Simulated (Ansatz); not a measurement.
Basis-set extrapolation for `F[SiH2]N[SiH2]Cl` (PBE0-D4/def2-TZVP geometry, frozen core, Ansatz). Multiplicity 1, RHF reference.

```
                       def2-TZVPP    def2-QZVPP
                 HF  -1194.462043  -1194.501495
    MP2 correlation     -0.890574     -0.969292
CCSD(T) correlation     -0.973140       not run
```

Energies in hartree. Use E(X) = E(∞) + A·exp(−7.88·√X) for Hartree–Fock and E(X) = E(∞) + B·X^(−2.97) for correlation, with X = 3 and 4, and add CCSD(T) minus MP2 of the smaller set to the MP2 limit.

Question: What is the CCSD(T) energy at the basis-set limit?

Answer: HF limit: -1194.501495 + (-0.039452) × 0.13774 = -1194.50693. MP2 limit: -0.969292 + (-0.078718) × 0.74074 = -1.02760. Higher-order term: -0.973140 − (-0.890574) = -0.08257. Total: -1195.61710 hartree, 477.6 kJ/mol below CCSD(T)/def2-TZVPP.
